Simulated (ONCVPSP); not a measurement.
## Logarithmic derivatives: erbium (Er), ONCV

ONCVPSP 4.0.1 input, shortened (lines: element, Z, core and valence counts, functional; n l f; lmax; l rc ep ncon nbas qcut; lloc lpopt rc5 dvloc0; l nproj debl; icmod fcfact rcfact), LDA (Perdew-Wang 92), fully relativistic:

```
  Er 68.00    9    5  -001012      upf
    1    0    2.00
    2    0    2.00
    2    1    6.00
    3    0    2.00
    3    1    6.00
    3    2   10.00
    4    0    2.00
    4    1    6.00
    4    2   10.00
    4    3   11.50
    5    0    2.00
    5    1    6.00
    5    2    0.50
    6    0    2.00
    3
    0    2.30    0.00    4    8    6.80
    1    2.45    0.00    3    6    5.60
    2    3.10    0.00    4    9    5.50
    3    1.25    0.00    5   10   14.30
    3    5    1.25    0.00
    0    2    1.50
    1    2    2.10
    2    2    2.60
    3    0    1.10
    3    4.75    1.55
```

Open shells are filled in proportion to 2j + 1.

The phase is arctan(r·R′/R) of the radial function R(r), unwrapped; energies in Ha, scanned from -3 to 5 Ha. A pole is an energy at which the radial function vanishes at the test radius. The pseudo phase is shifted by a multiple of π to meet the all-electron one at the reference energy, and phase errors are pseudo minus all-electron; the curves can meet again beyond the range given. Levels narrower than the energy grid can be missing from the lists of poles. Where the grid stepped over a known ghost or core level, its pole and its step of π were put in at the level’s energy.

Question: For each channel, where are the poles, and over which energies does the pseudopotential scatter like the atom?

Answer:

```
channel  radius (bohr)  reference energy (Ha)  poles, all-electron       poles, pseudo  unbroken range about the reference energy with phases within 0.05 rad  phase error 1 Ha above the reference energy (rad)
      s           2.34                  -0.16          -1.88, 2.70         -1.88, 2.64                                                              below 4.0                                             -0.001
   p3/2           2.48                  -0.98          -0.79, 3.13         -0.79, 3.10                                                              below 4.6                                             -0.000
   p1/2           2.48                  -1.18          -1.05, 2.81  -2.92, -1.05, 2.80                                                            -2.9 to 4.5                                             -0.000
   d5/2           3.15                  -0.06           0.22, 2.40          0.22, 2.40                                                              below 3.7                                             +0.017
   d3/2           3.15                  -0.07           0.19, 2.35          0.19, 2.35                                                              below 3.6                                             +0.019
   f7/2           1.27                  -0.22                 0.41                0.45                                                            -0.8 to 1.0                                             +0.037
   f5/2           1.27                  -0.26                 0.34                0.45                                                            -0.5 to 0.6                                             +0.054
```

Note: ghosts flagged at negative energy: s at -431.3 eV, p3/2 at -112.6 eV, d5/2 at -87.3 eV, p1/2 at -79.5 eV; GHOST(+) flagged for d3/2 at 29.0 eV. A true bound ghost makes a file unfit for plane-wave use. The potential misses its own reference levels by up to 0.6 eV.

Phases in the d3/2 channel:

```
E (Ha)  all-electron  pseudo
 -2.98         1.420   1.420
 -2.76         1.413   1.413
 -2.54         1.405   1.405
 -2.32         1.396   1.396
 -2.10         1.385   1.385
 -1.88         1.371   1.371
 -1.66         1.355   1.355
 -1.44         1.334   1.334
 -1.22         1.306   1.306
 -1.00         1.266   1.266
 -0.78         1.201   1.201
 -0.56         1.073   1.073
 -0.34         0.684   0.685
 -0.12        -0.799  -0.799
  0.10        -1.463  -1.463
  0.32        -1.682  -1.681
  0.54        -1.872  -1.870
  0.76        -2.243  -2.236
  0.98        -3.381  -3.365
  1.20        -4.202  -4.196
  1.42        -4.446  -4.444
  1.64        -4.556  -4.555
  1.86        -4.621  -4.620
  2.08        -4.667  -4.667
  2.30        -4.704  -4.704
  2.52        -4.739  -4.739
  2.74        -4.774  -4.774
  2.96        -4.816  -4.816
  3.18        -4.875  -4.873
  3.40        -4.978  -4.971
  3.62        -5.238  -5.202
  3.84        -6.326  -6.113
  4.06        -7.344  -7.262
  4.28        -7.587  -7.552
  4.50        -7.683  -7.661
  4.72        -7.735  -7.719
  4.94        -7.770  -7.756
```
